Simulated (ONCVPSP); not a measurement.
In: one change to an ONCV potential, before and after

* Element: indium (In)
* Generator: ONCVPSP 4.0.1
* Type: optimised norm-conserving Vanderbilt (ONCV)
* Functional: PBE
* Relativity: scalar-relativistic
* Frozen core: [Kr] 4d10
* Valence charge: 3
* Reference configuration: 5s1 5p2
* Partial waves: 5s: rc 2.15 bohr, ncon 4, nbas 7, qcut 2.6 1/bohr, 2 projectors, debl 1.8 Ha; 5p: rc 2.15 bohr, ncon 4, nbas 8, qcut 3.4 1/bohr, local
* Local potential: the p channel
* Core correction: Teter function, fcfact 2, rcfact 1.25

Change: core correction polynomial model core, fcfact 0.2.

Cutoffs: the cutoffs (Ha) at which the residual kinetic energy of the hardest occupied pseudo-wave falls to 1 and 0.1 mHa per electron; they do not see the model core or the augmentation charge, which bear on the density cutoff. Errors are all-electron minus pseudo energies relative to the spin-unpolarised reference configuration.

**Question.** How do hardness, ghosts and transferability respond?

**Answer.** The potential gets neither clearly harder nor softer (18 Ha and 25 Ha → 18 Ha and 25 Ha); of the 4 tests that both files solve, the error grows in 2 and shrinks in 2 by more than 15 % and 0.3 meV (median size 30.6 → 11.4 meV); neither file shows a bound ghost. A model core, the more so a compact one, raises the density cutoff, which this test does not measure.

| quantity | base | changed |
| --- | --- | --- |
| cutoff, loose | 18 Ha | 18 Ha |
| cutoff, tight | 25 Ha | 25 Ha |
| bound ghosts | none | none |
| GHOST(+) flags under 300 eV | none | none |
| error for 5s2 5p1, meV [ΔE -5.84 eV] | +4.0 | -15 |
| error for 5s2 5p0, meV [ΔE -0.48 eV] | +43 | -1.2 |
| error for 5s1 5p0, meV [ΔE 18.76 eV] | +45 | -82 |
| error for 5s2 5p0.5, meV [ΔE -3.90 eV] | +18 | -7.4 |
| s: phases at 2.19 bohr within 0.05 rad from the reference energy up to (Ha; the scan ends near 5) | 3.2 | 3.2 |
| p: phases at 2.19 bohr within 0.05 rad from the reference energy up to (Ha; the scan ends near 5) | 1.9 | 1.9 |
| rms error of d²Exc/dni dnj with the model core, mHa | 5.79 | 1.12 |
